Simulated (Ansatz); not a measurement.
Consider the isomerisation: `C[SiH]1[NH][AlH]1` → `[AlH2][N]1C[SiH2]1`.

Computed with Ansatz on PBE0-D4/def2-TZVP structures; ΔE is electronic, products minus reactants. CCSD(T)/CBS adds triple-zeta CCSD(T) − MP2 to the extrapolated MP2 energy (def2 sets, frozen cores). Functionals use def2-TZVPP. B3LYP here is the variant with VWN-RPA as its local correlation; programs differ in this. HSE06 is defined as in plane-wave codes.

| level | ΔE (kJ/mol) | difference from CCSD(T)/CBS |
| --- | --- | --- |
| revPBE-D4 | 86.6 | 4.0 |
| BLYP-D4 | 76.1 | -6.5 |
| r2SCAN-D4 | 88.7 | 6.1 |
| B97M-V | 76.1 | -6.5 |
| PBE0-D4 | 90.8 | 8.2 |
| B3LYP-D4 | 76.7 | -5.9 |
| r2SCANh-D4 | 88.3 | 5.7 |
| r2SCAN0-D4 | 87.6 | 5.0 |
| HSE06-D4 | 91.1 | 8.5 |
| BHLYP-D4 | 73.9 | -8.7 |
| CAM-B3LYP-D4 | 73.0 | -9.6 |
| ωB97X-V | 75.8 | -6.8 |
| ωB97M-V | 78.5 | -4.1 |
| B2PLYP | 78.0 | -4.6 |
| PBE-QIDH | 86.3 | 3.7 |
| PBE | 93.5 | 10.9 |
| revPBE | 90.4 | 7.8 |
| BLYP | 78.1 | -4.5 |
| r2SCAN | 88.9 | 6.3 |
| B3LYP | 77.9 | -4.7 |
| r2SCANh | 88.5 | 5.9 |
| r2SCAN0 | 87.8 | 5.2 |
| HSE06 | 91.7 | 9.1 |
| CAM-B3LYP | 73.6 | -9.0 |
| LC-ωPBE | 80.7 | -1.9 |
| RPA@PBE/def2-TZVPP | 73.7 | -8.9 |
| HF/def2-SVP | 53.9 | -28.7 |
| MP2/def2-SVP | 66.4 | -16.2 |
| CCSD/def2-SVP | 65.1 | -17.5 |
| CCSD(T)/def2-SVP | 66.9 | -15.7 |
| HF/def2-TZVPP | 60.5 | -22.1 |
| MP2/def2-TZVPP | 78.2 | -4.4 |
| CCSD/def2-TZVPP | 77.8 | -4.8 |
| CCSD(T)/def2-TZVPP | 80.6 | -2.0 |
| HF/def2-QZVPP | 58.8 | -23.8 |
| MP2/def2-QZVPP | 78.8 | -3.8 |
| SCS-MP2/def2-QZVPP | 72.3 | -10.3 |
| HF/CBS(def2) | 58.6 | -24.0 |
| MP2/CBS(def2) | 80.2 | -2.4 |
| CCSD/CBS(def2) | 79.9 | -2.7 |
| CCSD(T)/CBS | 82.6 | 0 |

What do rigid-rotor, harmonic-oscillator terms from PBE0-D4/def2-TZVP frequencies (298.15 K, 1 bar) make of the CCSD(T)/CBS value? (An estimate is asked.)

Ansatz gave: ΔZPE = -14.0 kJ/mol, ΔH = +68.3 kJ/mol, ΔS = 1 J/(mol·K), ΔG = +68.0 kJ/mol.

Largest T1 diagnostic among the species: 0.013.

From BLYP to BHLYP (50 % exact exchange), in def2-TZVPP and without D4, ΔE moves by −3.7 kJ/mol. Leaving LDA and LC-ωPBE aside and taking each functional with its dispersion term where it has one, the values, not all of them listed here, spread over 19.7 kJ/mol, from CAM-B3LYP-D4 to PBE-D4. LDA lies +4.2 kJ/mol from PBE without D4.
